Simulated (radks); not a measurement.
Dynamic dipole polarisability and lines of the lutetium ion Lu2+, [Xe] 4f14 6s1. Calculated with a radial shooting solver on a logarithmic mesh with Libxc functionals: scalar-relativistic Kohn-Sham, PBE, spin-polarised, spherical densities, finite nucleus; open shells are filled with parallel spins first (spin-orbit coupling, left out, can overturn this in heavy ions); Fermi nuclear charge, rms radius of each element as measured or else 0.836 A^(1/3) + 0.57 fm. Time-dependent linear response with the Hartree and adiabatic LDA kernel, continuum included through the Sternheimer equations, no spin-orbit coupling, so fine structure and intercombination lines are absent. Lines are the poles of the dipole polarisability below minus the highest occupied eigenvalue, found on a grid refined at the orbital gaps; the lowest seven at most are given, and weak or close lines can be missed. The first line takes the name of the lowest orbital gap if no other gap lies below it; otherwise a line is named after a gap within 0.6 % of it, if that gap stands alone.

| photon energy (eV) | alpha (bohr^3) |
|---|---|
| 0 | 30.04 |
| 0.296 | 30.11 |
| 1.478 | 32.03 |
| 2.660 | 37.85 |
| 3.843 | 54.53 |
| 5.025 | 164.9 |
| 6.207 | -81.19 |
| 7.389 | -24.15 |
| 8.572 | -10.24 |
| 9.754 | -4.673 |
| 10.936 | 8.354 |
| 12.119 | -11.29 |
| 13.301 | -4.843 |
| 14.483 | -2.038 |
| 15.666 | -0.5061 |

Lines (eV, oscillator strength): 5.471 (226.6 nm, 6s-6p), f = 1.01; 9.667 (128.3 nm, unassigned), f = 0.00378; 11.499 (107.8 nm, unassigned), f = 0.211. Higher lines, where found, are left out when the end of the mesh affects them. Those listed give 87 % of the static polarisability (sum of f/w^2). Orbital energy gaps for comparison: 6s-6p 5.392 eV; 4f-5d 9.846 eV; 4f-5d down 10.444 eV; 6s-7p 12.511 eV; 6s-8p 14.967 eV. At laser wavelengths: 1550 nm 30.59, 1064 nm 31.24, 780 nm 32.37, 532 nm 35.64, 355 nm 47.36, 266 nm 96.40, 193 nm -60.13 bohr^3.
